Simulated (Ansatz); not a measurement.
Isomers of C2H3BCl2, relaxed with PBE0-D4/def2-TZVP in Ansatz; electronic energies, one conformer each and not always the lowest. Functionals use def2-TZVPP; CBS adds triple-zeta CCSD(T) − MP2 to the MP2 limit of def2-TZVPP and def2-QZVPP.

Problem. Order them by energy at frozen-core CCSD(T)/CBS, lowest first. (Estimate.)
A. `C=CB(Cl)Cl`
B. `ClC1(Cl)BC1`
C. `ClB1CC1Cl`

Solution. A (0.0 kJ/mol), C (222.5 kJ/mol), B (377.6 kJ/mol).

Problem. How do B2PLYP, PBE0-D4, PBE-D4, HF/CBS(def2) place them (kJ/mol, against `C=CB(Cl)Cl`)? (Estimate.)

Solution. Computed: 
```tsv
isomer	B2PLYP	PBE0-D4	PBE-D4	HF/CBS(def2)
`ClC1(Cl)BC1`	381.9	360.0	356.2	398.1
`ClB1CC1Cl`	222.8	201.8	201.4	238.2
```
